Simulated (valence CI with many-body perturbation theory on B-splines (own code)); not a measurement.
# Sm XXIV: M1 decay

Level of theory: configuration interaction combined with many-body perturbation theory (CI+MBPT): three valence electrons over a frozen Dirac-Fock core [Kr], a basis of 9 s, 9 p, 10 d, 8 f, 5 g, 3 h, 1 i functions for each j, with the one-electron correlation potential Σ1, the two-electron term Σ2, the three-electron term Σ3, Breit, model QED; selected CI, second order for the rest (own B-spline code, finite nucleus).

No measured spectrum was set against this ion. As an estimate, terms of the open shell hold to 2 to 4 % of their energy, and close levels can change places. Only levels of the ground parity were solved; by the run's estimate the other parity begins above the list, which can be wrong where configurations are misplaced.

Lines 1 to 50 of 69 in falling wavelength, among levels below 27.940 eV, chosen from the decays that carry over 1 % of a level's rate. Wavelengths and rates use the calculated energies, so an error of 3000 cm⁻¹ moves a line at 16620 Å by 50 % and its rate by three times that or more. S is in atomic units (e²a₀⁴ for E2 and M2, e²a₀⁶ for E3), for M1 in squared Bohr magnetons. Weak lines are less certain than strong ones. Lines between different terms over intervals too small for the method are left out, as are lines whose strength nearly cancels. Where a level lies close to another of its J and parity, the split of strength between their lines is uncertain. The highest levels of a list are the least certain.

Levels are named by their leading jj configuration (3d3/2^4 stands for four electrons in 3d with j = 3/2), which in mixed levels can hold well under half, so a name can repeat and another be missing. Letters in brackets count levels of one name in rising energy.

```
λ vac (Å)                      Upper                      Lower  Type   A (s⁻¹)  S (a.u.)
    16620      (4d3/2^2 4d5/2) J=9/2      (4d3/2^2 4d5/2) J=7/2    M1  2.53e+00  4.30e+00
    10920      (4d3/2^2 4d5/2) J=1/2      (4d3/2^2 4d5/2) J=3/2    M1  1.93e+01  1.86e+00
     5528      (4d3/2^2 4d5/2) J=3/2  (4d3/2^2 4d5/2) J=5/2 [a]    M1  4.65e+01  1.17e+00
     5430      (4d3/2^2 4d5/2) J=7/2  (4d3/2^2 4d5/2) J=5/2 [a]    M1  1.57e+02  7.46e+00
     5343  (4d3/2 4d5/2^2) J=5/2 [a]  (4d3/2 4d5/2^2) J=3/2 [a]    M1  3.09e+01  1.05e+00
     4406     (4d3/2 4d5/2^2) J=11/2      (4d3/2 4d5/2^2) J=9/2    M1  6.96e+01  2.65e+00
     3923  (4d3/2 4d5/2^2) J=5/2 [b]  (4d3/2 4d5/2^2) J=3/2 [a]    M1  5.95e+01  7.98e-01
     3013            (4d5/2^3) J=9/2     (4d3/2 4d5/2^2) J=11/2    M1  1.16e+02  1.17e+00
     2912            (4d5/2^3) J=3/2  (4d3/2 4d5/2^2) J=5/2 [a]    M1  6.36e+01  2.33e-01
     2808  (4d3/2^2 4d5/2) J=5/2 [a]            (4d3/2^3) J=3/2    M1  1.44e+03  7.08e+00
     2765  (4d3/2 4d5/2^2) J=5/2 [a]  (4d3/2 4d5/2^2) J=7/2 [a]    M1  9.49e+01  4.46e-01
     2644  (4d3/2 4d5/2^2) J=3/2 [b]            (4d5/2^3) J=3/2    M1  1.02e+02  2.81e-01
     2427      (4d3/2 4d5/2^2) J=9/2      (4d3/2^2 4d5/2) J=9/2    M1  1.21e+03  6.41e+00
     2410  (4d3/2 4d5/2^2) J=7/2 [a]      (4d3/2^2 4d5/2) J=7/2    M1  7.28e+02  3.02e+00
     2392  (4d3/2^2 4d5/2) J=5/2 [b]      (4d3/2^2 4d5/2) J=7/2    M1  5.67e+01  1.72e-01
     2374  (4d3/2^2 4d5/2) J=5/2 [b]      (4d3/2^2 4d5/2) J=3/2    M1  6.05e+02  1.80e+00
     2345  (4d3/2 4d5/2^2) J=5/2 [b]  (4d3/2^2 4d5/2) J=5/2 [b]    M1  7.87e+02  2.26e+00
     2118      (4d3/2 4d5/2^2) J=9/2      (4d3/2^2 4d5/2) J=7/2    M1  9.28e+02  3.27e+00
     2110            (4d5/2^3) J=3/2      (4d3/2 4d5/2^2) J=1/2    M1  7.54e+02  1.05e+00
     2025  (4d3/2 4d5/2^2) J=7/2 [b]  (4d3/2^2 4d5/2) J=5/2 [b]    M1  6.61e+01  1.63e-01
     2012  (4d3/2 4d5/2^2) J=7/2 [b]  (4d3/2 4d5/2^2) J=7/2 [a]    M1  2.28e+02  5.51e-01
     1995  (4d3/2 4d5/2^2) J=3/2 [a]      (4d3/2^2 4d5/2) J=1/2    M1  5.56e+02  6.55e-01
     1974            (4d5/2^3) J=5/2            (4d5/2^3) J=3/2    M1  1.84e+02  3.16e-01
     1885            (4d5/2^3) J=3/2  (4d3/2 4d5/2^2) J=3/2 [a]    M1  1.34e+03  1.33e+00
     1862      (4d3/2^2 4d5/2) J=3/2            (4d3/2^3) J=3/2    M1  1.43e+03  1.37e+00
     1792      (4d3/2 4d5/2^2) J=1/2      (4d3/2^2 4d5/2) J=1/2    M1  3.15e+03  1.34e+00
     1789            (4d5/2^3) J=9/2      (4d3/2 4d5/2^2) J=9/2    M1  2.23e+03  4.74e+00
     1687  (4d3/2 4d5/2^2) J=3/2 [a]      (4d3/2^2 4d5/2) J=3/2    M1  3.20e+03  2.28e+00
     1669  (4d3/2 4d5/2^2) J=7/2 [a]  (4d3/2^2 4d5/2) J=5/2 [a]    M1  3.03e+03  4.18e+00
     1661  (4d3/2^2 4d5/2) J=5/2 [b]  (4d3/2^2 4d5/2) J=5/2 [a]    M1  1.07e+02  1.09e-01
     1623            (4d5/2^3) J=9/2  (4d3/2 4d5/2^2) J=7/2 [a]    M1  2.82e+03  4.47e+00
     1591      (4d3/2^2 4d5/2) J=1/2            (4d3/2^3) J=3/2    M1  4.76e+02  1.42e-01
     1565     (4d3/2 4d5/2^2) J=11/2      (4d3/2^2 4d5/2) J=9/2    M1  9.68e+02  1.65e+00
     1540      (4d3/2 4d5/2^2) J=1/2      (4d3/2^2 4d5/2) J=3/2    M1  1.09e+02  2.96e-02
     1529  (4d3/2 4d5/2^2) J=3/2 [b]  (4d3/2 4d5/2^2) J=5/2 [b]    M1  9.88e+01  5.24e-02
     1424            (4d5/2^3) J=3/2  (4d3/2^2 4d5/2) J=5/2 [b]    M1  1.92e+03  8.21e-01
     1399            (4d5/2^3) J=5/2  (4d3/2 4d5/2^2) J=7/2 [b]    M1  1.07e+03  6.51e-01
     1386  (4d3/2 4d5/2^2) J=3/2 [b]  (4d3/2 4d5/2^2) J=5/2 [a]    M1  2.54e+03  1.00e+00
     1293  (4d3/2 4d5/2^2) J=3/2 [a]  (4d3/2^2 4d5/2) J=5/2 [a]    M1  1.90e+03  6.09e-01
     1288  (4d3/2 4d5/2^2) J=5/2 [a]      (4d3/2^2 4d5/2) J=7/2    M1  8.24e+02  3.91e-01
     1282  (4d3/2 4d5/2^2) J=5/2 [a]      (4d3/2^2 4d5/2) J=3/2    M1  9.80e+02  4.60e-01
     1278            (4d5/2^3) J=5/2  (4d3/2 4d5/2^2) J=5/2 [b]    M1  2.99e+03  1.39e+00
     1184  (4d3/2 4d5/2^2) J=5/2 [b]      (4d3/2^2 4d5/2) J=7/2    M1  6.62e+02  2.44e-01
     1180  (4d3/2 4d5/2^2) J=5/2 [b]      (4d3/2^2 4d5/2) J=3/2    M1  2.20e+02  8.05e-02
     1177            (4d5/2^3) J=5/2  (4d3/2 4d5/2^2) J=5/2 [a]    M1  3.48e+02  1.26e-01
     1174  (4d3/2 4d5/2^2) J=7/2 [b]      (4d3/2^2 4d5/2) J=9/2    M1  7.04e+02  3.38e-01
     1173  (4d3/2 4d5/2^2) J=3/2 [b]      (4d3/2 4d5/2^2) J=1/2    M1  6.25e+02  1.50e-01
     1100  (4d3/2 4d5/2^2) J=3/2 [b]  (4d3/2 4d5/2^2) J=3/2 [a]    M1  1.20e+03  2.38e-01
     1097  (4d3/2 4d5/2^2) J=7/2 [b]      (4d3/2^2 4d5/2) J=7/2    M1  4.25e+02  1.66e-01
     1043  (4d3/2^2 4d5/2) J=5/2 [b]            (4d3/2^3) J=3/2    M1  1.36e+02  3.44e-02
```
